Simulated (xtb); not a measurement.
Mo(O)2(Cl)(OMe) (CH₃ClMoO₃), SMILES [O](C)[Mo]([Cl])(=[O])=[O], multiplicity 1. All values are semi-empirical tight-binding results from xtb (GFN2-xTB unless named), good for trends rather than for accurate numbers. Geometry optimised at GFN2-xTB. The spin state was assumed, not searched. The structure was generated by enumeration; whether it is a known compound was not checked. Other conformers were not sampled.

For metal compounds this method's bond lengths and energies can be far off.

Estimate the properties. (Estimate from the structure and the level; the computed values follow.)


The orbital gap comes out as 4.23 eV, the zero-point energy is 29.3 kcal/mol and the G − E(el) at 298.15 K (modified RRHO) is 7.4 kcal/mol.
